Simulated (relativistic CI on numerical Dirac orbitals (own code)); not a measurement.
## Electric-dipole lines of Au⁷⁰⁺

These numbers are calculated, not measured: Dirac-Coulomb-Breit CI, orbitals from a KLI potential per configuration, model QED (radiative potential, 1s self-energy scaled to tabulated hydrogen-like ionisation energies), unscaled Slater integrals (own radial code, finite nucleus).

Configurations in the expansion (outside the closed core 1s2): 2s2.2p5, 2s.2p6, 2s2.2p4.3s, 2p6.3s, 2p6.3p, 2s2.2p4.3p, 2p6.3d, 2s2.2p4.3d, 2s.2p5.3s, 2s.2p5.3p, 2s.2p5.3d, 2s2.2p4.4s, 2s2.2p4.4p, 2s2.2p4.4d, 2s2.2p4.4f, 2s2.2p3.3s2. Levels of other configurations are missing.

| λ vac (nm) | Lower | Upper | A (s⁻¹) | gf | Branching (%) |
| --- | --- | --- | --- | --- | --- |
| 0.08812 | 2s2.2p5 2P°_1/2 [2] | 2s2.2p4.4d 2D_3/2 [176] | 1.11e+15 | 5.18e-01 | 85.9 |
| 0.08829 | 2s2.2p5 2P°_3/2 [1] | 2s2.2p4.4d 2D_5/2 [110] | 9.23e+14 | 6.48e-01 | 83.8 |
| 0.09940 | 2s2.2p5 2P°_1/2 [2] | 2s2.2p4.3d 2D_3/2 [129] | 1.75e+15 | 1.04e+00 | 99.8 |
| 0.09965 | 2s2.2p5 2P°_3/2 [1] | 2s2.2p4.3d 2D_3/2 [55] | 2.26e+15 | 1.34e+00 | 98.2 |
| 0.09969 | 2s2.2p5 2P°_3/2 [1] | 2s2.2p4.3d 2F_5/2 [54] | 1.79e+15 | 1.60e+00 | 99.9 |
| 0.09971 | 2s2.2p5 2P°_3/2 [1] | 2s2.2p4.3d 4P_1/2 [53] | 2.22e+15 | 6.62e-01 | 96.5 |
| 0.09986 | 2s.2p6 2S_1/2 [3] | 2s.2p5.3d 2P°_1/2 [140] | 2.11e+15 | 6.30e-01 | 98.0 |
| 0.09991 | 2s.2p6 2S_1/2 [3] | 2s.2p5.3d 2P°_3/2 [139] | 2.16e+15 | 1.29e+00 | 97.8 |
| 0.09994 | 2s2.2p5 2P°_3/2 [1] | 2s2.2p4.3d 4F_5/2 [51] | 5.10e+14 | 4.58e-01 | 99.5 |
| 0.10189 | 2s2.2p5 2P°_3/2 [1] | 2s.2p5.3p 2D_5/2 [39] | 6.94e+14 | 6.49e-01 | 97.0 |
| 0.11579 | 2s2.2p5 2P°_3/2 [1] | 2s2.2p4.3d 2D_5/2 [25] | 1.41e+15 | 1.70e+00 | 100.0 |
| 0.11586 | 2s2.2p5 2P°_1/2 [2] | 2s2.2p4.3d 2P_1/2 [63] | 3.99e+15 | 1.60e+00 | 99.3 |
| 0.11593 | 2s2.2p5 2P°_1/2 [2] | 2s2.2p4.3d 2D_3/2 [62] | 3.75e+15 | 3.03e+00 | 99.6 |
| 0.11603 | 2s.2p6 2S_1/2 [3] | 2s.2p5.3d 2P°_3/2 [85] | 2.85e+15 | 2.30e+00 | 98.4 |
| 0.11622 | 2s2.2p5 2P°_3/2 [1] | 2s2.2p4.3d 2P_3/2 [24] | 2.65e+15 | 2.14e+00 | 100.0 |
| 0.11624 | 2s2.2p5 2P°_3/2 [1] | 2s2.2p4.3d 2D_5/2 [23] | 2.19e+15 | 2.66e+00 | 100.0 |
| 0.11673 | 2s.2p6 2S_1/2 [3] | 2s.2p5.3d 2P°_1/2 [82] | 3.77e+15 | 1.54e+00 | 99.1 |
| 0.11699 | 2s.2p6 2S_1/2 [3] | 2s.2p5.3d 2D°_3/2 [81] | 1.08e+15 | 8.87e-01 | 96.0 |
| 0.29795 | 2s2.2p4.3p 2D°_5/2 [8] | 2s2.2p4.4d 2F_7/2 [101] | 1.38e+14 | 1.47e+00 | 80.4 |
| 0.33614 | 2s2.2p4.3p 2F°_7/2 [43] | 2s2.2p4.4d 2G_9/2 [173] | 1.78e+14 | 3.01e+00 | 99.4 |
| 0.33654 | 2s2.2p4.3p 4D°_7/2 [10] | 2s2.2p4.4d 4F_9/2 [107] | 1.78e+14 | 3.02e+00 | 99.4 |
| 0.33657 | 2s2.2p4.3p 2D°_5/2 [11] | 2s2.2p4.4d 2F_7/2 [106] | 1.39e+14 | 1.89e+00 | 77.3 |
| 0.33730 | 2s2.2p4.3p 2P°_3/2 [14] | 2s2.2p4.4d 2D_5/2 [123] | 1.57e+14 | 1.60e+00 | 28.6 |
| 0.34784 | 2s2.2p4.3d 2G_7/2 [52] | 2s2.2p4.4f 2H°_9/2 [181] | 3.48e+14 | 6.31e+00 | 93.1 |
| 0.34815 | 2s2.2p4.3d 4D_3/2 [15] | 2s2.2p4.4f 4D°_3/2 [115] | 1.92e+14 | 1.40e+00 | 50.4 |
| 0.34822 | 2s2.2p4.3d 4D_3/2 [15] | 2s2.2p4.4f 2F°_5/2 [114] | 1.97e+14 | 2.15e+00 | 52.0 |
| 0.34833 | 2s2.2p4.3d 2D_3/2 [19] | 2s2.2p4.4f 2F°_5/2 [125] | 3.36e+14 | 3.67e+00 | 89.1 |
| 0.34845 | 2s2.2p4.3d 4D_5/2 [16] | 2s2.2p4.4f 2F°_5/2 [114] | 1.52e+14 | 1.66e+00 | 40.2 |
| 0.34849 | 2s2.2p4.3d 4D_5/2 [16] | 2s2.2p4.4f 2G°_7/2 [113] | 2.61e+14 | 3.80e+00 | 69.1 |
| 0.34857 | 2s2.2p4.3d 2F_7/2 [17] | 2s2.2p4.4f 2G°_9/2 [112] | 3.46e+14 | 6.30e+00 | 92.7 |
| 0.34894 | 2s2.2p4.3d 4F_5/2 [51] | 2s2.2p4.4f 4G°_7/2 [179] | 2.95e+14 | 4.31e+00 | 78.1 |
| 0.34983 | 2s2.2p4.3d 2F_5/2 [54] | 2s2.2p4.4f 2G°_7/2 [184] | 2.23e+14 | 3.28e+00 | 59.5 |
| 0.35761 | 2s2.2p4.3d 4D_7/2 [56] | 2s2.2p4.4f 4G°_9/2 [186] | 3.48e+14 | 6.67e+00 | 96.1 |
| 0.35784 | 2s2.2p4.3d 2G_9/2 [59] | 2s2.2p4.4f 2H°_11/2 [189] | 3.60e+14 | 8.30e+00 | 99.7 |
| 0.35812 | 2s2.2p4.3d 2F_7/2 [20] | 2s2.2p4.4f 2G°_9/2 [119] | 3.16e+14 | 6.07e+00 | 86.8 |
| 0.35821 | 2s2.2p4.3d 4F_9/2 [21] | 2s2.2p4.4f 4G°_11/2 [118] | 3.60e+14 | 8.31e+00 | 99.7 |
| 0.35855 | 2s2.2p4.3d 2D_5/2 [60] | 2s2.2p4.4f 2F°_7/2 [192] | 2.65e+14 | 4.08e+00 | 72.9 |
| 0.35888 | 2s2.2p4.3d 2F_5/2 [57] | 2s2.2p4.4f 4D°_7/2 [188] | 3.18e+14 | 4.91e+00 | 87.7 |
| 0.35927 | 2s2.2p4.3d 2F_7/2 [61] | 2s2.2p4.4f 2G°_9/2 [193] | 3.03e+14 | 5.85e+00 | 83.9 |
| 0.35948 | 2s2.2p4.3d 2D_5/2 [25] | 2s2.2p4.4f 2F°_7/2 [126] | 3.51e+14 | 5.44e+00 | 95.8 |
| 0.35955 | 2s2.2p4.3d 2P_1/2 [22] | 2s2.2p4.4f 2D°_3/2 [121] | 2.41e+14 | 1.87e+00 | 64.6 |
| 0.36236 | 2s2.2p4.3d 2D_5/2 [23] | 2s2.2p4.4f 2F°_7/2 [120] | 2.66e+14 | 4.19e+00 | 71.8 |
| 0.36239 | 2s2.2p4.3d 2P_3/2 [24] | 2s2.2p4.4f 2D°_5/2 [122] | 2.39e+14 | 2.83e+00 | 64.3 |
| 1.7940 | 2s2.2p4.3p 2D°_5/2 [8] | 2s2.2p4.3d 2F_7/2 [17] | 2.16e+12 | 8.33e-01 | 99.7 |
| 1.8155 | 2s2.2p4.3s 4P_5/2 [4] | 2s2.2p4.3p 4D°_7/2 [10] | 3.02e+12 | 1.19e+00 | 80.8 |

Terms are leading LS components. Brackets give the number of a level in order of energy, since labels repeat. The list gives strong lines, with weight on those to low levels, without lines whose two gauges differ by over a factor of 2.5, among the lowest 200 of 205 levels, so that lines to higher ones, which can be the strongest, are missing. Levels whose partners in the same complex of configurations lie outside the list can be far off, and so can their lines. Rates are taken at the computed energies, electric ones in the length gauge.

At this charge energies of transitions that change n are usually good to better than 1 %, and those within a shell (Δn = 0) to a few per cent.

LS names give the leading component of a level, which can be under half, so a name can repeat, a term be missing and a line seem to break the LS rules.
